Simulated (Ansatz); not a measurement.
Ag₄H₄. Total charge 0; singlet. Geometry r2SCAN-D4/def2-SVP.

```xyz
8

Ag   -0.011    1.798   -0.617
Ag    1.850    0.152    0.408
Ag   -1.850   -0.152   -0.408
Ag    0.011   -1.798    0.617
H    -1.741    1.539   -0.961
H    -1.721   -1.823    0.197
H     1.742   -1.541    0.957
H     1.720    1.824   -0.193
```

In the def2 sets Ag takes a core potential; there is no spin–orbit coupling. The structure comes from a short search, and lower isomers may exist.

(1) Estimate the orbital energies around the gap (eV) in Ansatz with PBE-D4/def2-TZVP, r2SCAN-D4/def2-TZVP, B97M-V/def2-TZVP, ωB97X-V/def2-TZVP, ωB97M-V/def2-TZVP.

Results:

(1) 
| orbital | PBE-D4/def2-TZVP | r2SCAN-D4/def2-TZVP | B97M-V/def2-TZVP | ωB97X-V/def2-TZVP | ωB97M-V/def2-TZVP |
| --- | --- | --- | --- | --- | --- |
| HOMO−5 | -7.56 | -7.78 | -7.83 | -11.61 | -11.67 |
| HOMO−4 | -7.32 | -7.46 | -7.53 | -11.24 | -11.30 |
| HOMO−3 | -7.24 | -7.43 | -7.45 | -10.95 | -10.94 |
| HOMO−2 | -7.14 | -7.37 | -7.40 | -10.46 | -10.29 |
| HOMO−1 | -6.26 | -6.38 | -6.40 | -9.49 | -9.46 |
| HOMO | -6.26 | -6.38 | -6.40 | -9.49 | -9.46 |
| LUMO | -2.61 | -2.31 | -2.38 | 0.22 | -0.08 |
| LUMO+1 | -2.01 | -1.76 | -2.08 | 0.24 | 0.01 |
| LUMO+2 | -1.91 | -1.64 | -1.83 | 0.42 | 0.14 |
| LUMO+3 | -0.87 | -0.50 | -0.76 | 1.66 | 1.24 |
| LUMO+4 | -0.87 | -0.50 | -0.76 | 1.66 | 1.24 |
| LUMO+5 | -0.24 | 0.13 | -0.26 | 1.97 | 1.54 |
